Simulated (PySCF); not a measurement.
## `C#CCCCNC(C)=O`: 4 charge schemes on one density

Compound: C7H11NO.
SMILES with atom numbers: `[CH:1]#[C:2][CH2:3][CH2:4][CH2:5][NH:6][C:7]([CH3:8])=[O:9]` (hydrogens: H10 on C1; H11, H12 on C3; H13, H14 on C4; H15, H16 on C5; H17 on N6; H18, H19, H20 on C8)

Cartesian coordinates in Å at the GFN2-xTB level; atoms count from 1:
```xyz
20
C7H11NO angstrom
C     -3.7075    1.4719    0.0892
C     -3.1253    0.4456   -0.1095
C     -2.4026   -0.7822   -0.3743
C     -0.9353   -0.5078   -0.7185
C     -0.1876    0.0766    0.4818
N      1.1874    0.3870    0.1670
C      2.2245   -0.3856    0.5707
C      3.5707    0.1083    0.0786
O      2.0830   -1.3627    1.2724
H     -4.2284    2.3636    0.2726
H     -2.8861   -1.2989   -1.2081
H     -2.4596   -1.4270    0.5070
H     -0.8841    0.1917   -1.5572
H     -0.4526   -1.4397   -1.0193
H     -0.6955    0.9826    0.8276
H     -0.1610   -0.6526    1.2952
H      1.3583    1.1555   -0.4615
H      3.5873    0.1383   -1.0088
H      3.7611    1.1089    0.4610
H      4.3480   -0.5628    0.4312
```

Density: PBE0/pcSseg-1 (PySCF); schemes: Mulliken, IAO, Hirshfeld and ESP-fitted. Isolated species at its GFN2-xTB geometry (one conformer only).

**Question.** Give the atomic charges in each scheme.

**Answer.** In e:

```json
{"atom": "C1", "environment": "terminal alkyne carbon", "Mulliken": "-0.369", "IAO": "-0.263", "Hirshfeld": "-0.128", "ESP-fitted": "-0.488"}
{"atom": "C2", "environment": "alkyne carbon", "Mulliken": "+0.143", "IAO": "-0.025", "Hirshfeld": "-0.034", "ESP-fitted": "+0.050"}
{"atom": "C3", "environment": "propargylic carbon", "Mulliken": "-0.157", "IAO": "-0.276", "Hirshfeld": "-0.047", "ESP-fitted": "-0.213"}
{"atom": "C4", "environment": "chain CH2 carbon", "Mulliken": "-0.244", "IAO": "-0.252", "Hirshfeld": "-0.066", "ESP-fitted": "-0.058"}
{"atom": "C5", "environment": "sp3 carbon bound to nitrogen", "Mulliken": "+0.015", "IAO": "-0.158", "Hirshfeld": "-0.021", "ESP-fitted": "+0.352"}
{"atom": "N6", "environment": "amide nitrogen", "Mulliken": "-0.518", "IAO": "-0.347", "Hirshfeld": "-0.106", "ESP-fitted": "-0.824"}
{"atom": "C7", "environment": "amide carbonyl carbon", "Mulliken": "+0.363", "IAO": "+0.435", "Hirshfeld": "+0.175", "ESP-fitted": "+0.827"}
{"atom": "C8", "environment": "methyl carbon next to a carbonyl", "Mulliken": "-0.272", "IAO": "-0.482", "Hirshfeld": "-0.126", "ESP-fitted": "-0.641"}
{"atom": "O9", "environment": "amide oxygen", "Mulliken": "-0.438", "IAO": "-0.506", "Hirshfeld": "-0.295", "ESP-fitted": "-0.581"}
{"atom": "H10", "environment": "alkyne hydrogen", "Mulliken": "+0.041", "IAO": "+0.199", "Hirshfeld": "+0.089", "ESP-fitted": "+0.316"}
{"atom": "H11", "environment": "methylene hydrogen", "Mulliken": "+0.158", "IAO": "+0.170", "Hirshfeld": "+0.059", "ESP-fitted": "+0.132"}
{"atom": "H12", "environment": "methylene hydrogen", "Mulliken": "+0.155", "IAO": "+0.165", "Hirshfeld": "+0.059", "ESP-fitted": "+0.112"}
{"atom": "H13", "environment": "methylene hydrogen", "Mulliken": "+0.119", "IAO": "+0.133", "Hirshfeld": "+0.035", "ESP-fitted": "+0.047"}
{"atom": "H14", "environment": "methylene hydrogen", "Mulliken": "+0.132", "IAO": "+0.145", "Hirshfeld": "+0.043", "ESP-fitted": "+0.047"}
{"atom": "H15", "environment": "methylene hydrogen", "Mulliken": "+0.140", "IAO": "+0.145", "Hirshfeld": "+0.035", "ESP-fitted": "+0.006"}
{"atom": "H16", "environment": "methylene hydrogen", "Mulliken": "+0.139", "IAO": "+0.166", "Hirshfeld": "+0.043", "ESP-fitted": "+0.026"}
{"atom": "H17", "environment": "amide N–H hydrogen", "Mulliken": "+0.188", "IAO": "+0.264", "Hirshfeld": "+0.132", "ESP-fitted": "+0.380"}
{"atom": "H18", "environment": "methyl hydrogen", "Mulliken": "+0.129", "IAO": "+0.155", "Hirshfeld": "+0.049", "ESP-fitted": "+0.160"}
{"atom": "H19", "environment": "methyl hydrogen", "Mulliken": "+0.134", "IAO": "+0.159", "Hirshfeld": "+0.050", "ESP-fitted": "+0.172"}
{"atom": "H20", "environment": "methyl hydrogen", "Mulliken": "+0.143", "IAO": "+0.172", "Hirshfeld": "+0.054", "ESP-fitted": "+0.178"}
```

Mean size of the charges over all atoms: ESP-fitted 0.280 e, IAO 0.231 e, Mulliken 0.200 e, Hirshfeld 0.082 e. Each set sums to the total charge, 0, to within 0.001 e. The Hirshfeld scheme divides the density at each point in proportion to the densities of the neutral, spherically averaged free atoms. The Mulliken scheme gives each basis function's population to the atom it is centred on and halves the overlap population of two atoms between them.

Lowest charge. The schemes don't all agree: Mulliken N6 (-0.518); IAO O9 (-0.506); Hirshfeld O9 (-0.295); ESP-fitted N6 (-0.824).

Highest charge. All schemes agree: Mulliken C7 (+0.363); IAO C7 (+0.435); Hirshfeld C7 (+0.175); ESP-fitted C7 (+0.827).

**Question.** How closely do the schemes follow one another over all atoms?

**Answer.** Correlation coefficient and root-mean-square difference: IAO with Hirshfeld 0.94, 0.167 e; Mulliken with IAO 0.92, 0.101 e; Mulliken with ESP-fitted 0.89, 0.200 e; Mulliken with Hirshfeld 0.89, 0.152 e; IAO with ESP-fitted 0.86, 0.207 e; Hirshfeld with ESP-fitted 0.85, 0.296 e.

**Question.** How many electrons does the Mulliken scheme count on C3?

**Answer.** Z − q = 6 − (-0.157) = 6.157.
